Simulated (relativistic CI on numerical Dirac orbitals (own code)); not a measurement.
Slater and spin-orbit integrals, Yb⁵¹⁺

Computed by Dirac-Coulomb-Breit CI, KLI orbitals optimised for each configuration, a model potential for QED, unscaled Slater integrals (own radial code, finite nucleus).

Slater integrals F^k, G^k are unscaled and averaged over j, outside the closed core [Ne]; ζ comes from projecting the Hamiltonian with its Breit term on Σ l·s of the shell.

- 3s2 3p6 3d: ζ(3d) = 191590 cm⁻¹; <r>(3d) = 0.1764, <r^2>(3d) = 0.03596 (bohr units).
- 3s2 3p5 3d2: ζ(3p) = 1.401e+06, F^2(3d,3d) = 580900, F^4(3d,3d) = 375890, F^2(3p,3d) = 497290, G^1(3p,3d) = 521040, G^3(3p,3d) = 350530, ζ(3d) = 189990 cm⁻¹; <r>(3p) = 0.1987, <r^2>(3p) = 0.04574, <r>(3d) = 0.1766, <r^2>(3d) = 0.03605 (bohr units).
- 3s 3p6 3d2: F^2(3d,3d) = 580540, F^4(3d,3d) = 375650, G^2(3s,3d) = 398140, ζ(3d) = 190810 cm⁻¹; <r>(3s) = 0.2027, <r^2>(3s) = 0.04693, <r>(3d) = 0.1767, <r^2>(3d) = 0.0361 (bohr units).

**Question.** Give the Racah parameters of the d shell in 3s2 3p5 3d2.

**Answer.** B = F²/49 − 5F⁴/441 = 7593 cm⁻¹ and C = 35F⁴/441 = 29833 cm⁻¹.

Averages of the first 10 configurations, taken without configuration mixing, which lowers the lowest level and can move excited configurations by several eV; other configurations of the list can lie among them:

| Configuration | Parity | States | Average energy above the lowest level (eV) |
| --- | --- | --- | --- |
| 3s2 3p6 3d | even | 10 | 36.3 |
| 3s2 3p5 3d2 | odd | 270 | 411.0 |
| 3s 3p6 3d2 | even | 90 | 787.4 |
| 3s2 3p6 4s | even | 2 | 1859.8 |
| 3s2 3p6 4p | odd | 6 | 2002.9 |
| 3s2 3p6 4d | even | 10 | 2156.6 |
| 3s2 3p5 3d 4s | odd | 120 | 2224.2 |
| 3s2 3p6 4f | odd | 14 | 2266.4 |
| 3s2 3p5 3d 4p | even | 360 | 2367.5 |
| 3p6 3d3 | even | 120 | 1549.5 |
